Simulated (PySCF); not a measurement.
OSn, SMILES [O]=[Sn] (connectivity only; charge and spin as stated), neutral, multiplicity 1. Atoms are numbered in the order given.

```xyz
2

Sn     0.0000     0.0000    -0.2507
O      0.0000     0.0000     1.5671
```
Charge 0, spin multiplicity 1.

The structure is a stationary point at PBE0-D3(BJ)/def2-TZVP. The def2 effective core potentials stand for the cores of Sn; spin–orbit coupling is left out.

Method: HF/def2-TZVPD run with PySCF.

Isolated molecule, no solvent.

```yaml
total_energy: -288.22010 hartree
point_group: C∞v
highest_occupied_level: -10.46 eV
lowest_empty_level: 0.14 eV
orbital_gap: 10.59 eV
dipole_moment: 5.30 D
quadrupole, principal values (traceless, Buckingham form, about the centre of nuclear charge): -12.95, 6.47, 6.47 D·Å
mean_static_polarisability: 40.4 bohr³ (5.99 Å³)
polarisability_principal_values: 36.9, 36.9, 47.4 bohr³
```
